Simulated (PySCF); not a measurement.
# Rubidium: a sound run and one with changed settings

Sound run: Rb²⁺ [Ar] 3d10 4s2 4p5, Rb³⁺ [Ar] 3d10 4s2 4p4. Calculation: PySCF 2.14, in Sapporo-DKH3-DZP-2012 (7s6p2d, 35 functions); the spin-free X2C one-electron Hamiltonian (Gaussian nucleus). In the sound run the correlated levels freeze [Ar] 3d10 4s2. The sound run starts from symmetry-adapted Hartree-Fock orbitals and uses a fine grid where one is needed.

Changed run: the non-relativistic Hamiltonian (point nucleus). This setting is unsound on purpose.

```
species   method  sound run (hartree)  changed run (hartree)  converged
   Rb²⁺      UHF          -2977.86010            -2908.32311        yes
   Rb²⁺     BP86          -2980.04972            -2910.52534        yes
   Rb²⁺    B3LYP          -2979.72574            -2910.19874        yes
   Rb²⁺      MP2          -2977.93290            -2908.39671        yes
   Rb²⁺  CCSD(T)          -2977.94353            -2908.40753        yes
   Rb³⁺      UHF          -2976.45938            -2906.92533        yes
   Rb³⁺     BP86          -2978.60244            -2909.08031        yes
   Rb³⁺    B3LYP          -2978.27844            -2908.75421        yes
   Rb³⁺      MP2          -2976.50058            -2906.96711        yes
   Rb³⁺  CCSD(T)          -2976.50955            -2906.97631        yes
```

Ionisation energy of Rb²⁺:

```json
{"method": "UHF", "sound run (eV)": "38.115", "changed run (eV)": "38.036"}
{"method": "BP86", "sound run (eV)": "39.383", "changed run (eV)": "39.321"}
{"method": "B3LYP", "sound run (eV)": "39.383", "changed run (eV)": "39.307"}
{"method": "MP2", "sound run (eV)": "38.975", "changed run (eV)": "38.901"}
{"method": "SCS-MP2", "sound run (eV)": "39.014", "changed run (eV)": "38.941"}
{"method": "CCSD", "sound run (eV)": "39.019", "changed run (eV)": "38.944"}
{"method": "CCSD(T)", "sound run (eV)": "39.020", "changed run (eV)": "38.946"}
```

Most of the change in total energy is the relativistic energy itself. On top of that the contraction fixes the core shape for the Hamiltonian it was made with, so the changed run is not a good calculation with the other Hamiltonian either.

For comparison, NIST gives 39.247 eV between the lowest levels.
